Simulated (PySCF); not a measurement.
Ag(NH3)2 (AgH6N2), SMILES [NH3]->[Ag+]<-[NH3], charge +1, multiplicity 1.

Coordinates come from a PBE-D3(BJ)/def2-SVP optimisation. The spin state was assumed, not searched. The isomer is the one that the SMILES or the coordinates give; other isomers of the formula were not compared. The def2 effective core potentials stand for the cores of Ag; spin–orbit coupling is left out.

These are PBE-D3(BJ)/def2-SVP (PySCF) values and carry that method's errors.

Frequencies are harmonic and unscaled.

Modes within 1.5 cm⁻¹ of each other (mostly degenerate sets) share a row, with their intensities summed.

| mode | ν (cm⁻¹) | IR (km/mol) | moving atoms (share of kinetic energy) |
|---|---|---|---|
| 1 | 12 | 0.0 | H 100 % |
| 2–3 | 116 | 42.7 | N 53 %, H 24 %, Ag 23 % |
| 4 | 365 | 0.0 | N 82 %, H 18 % |
| 5 | 437 | 0.6 | N 62 %, Ag 24 %, H 14 % |
| 6–7 | 620 | 0.0 | H 89 %, N 11 % |
| 8–9 | 662 | 184.0 | H 85 %, N 14 % |
| 10–11 | 1226 | 139.1 | H 84 %, N 16 % |
| 12–15 | 1581 | 91.5 | H 95 % |
| 16–17 | 3379 | 80.1 | H 98 % |
| 18–21 | 3482 | 296.5 | H 92 %, N 8 % |
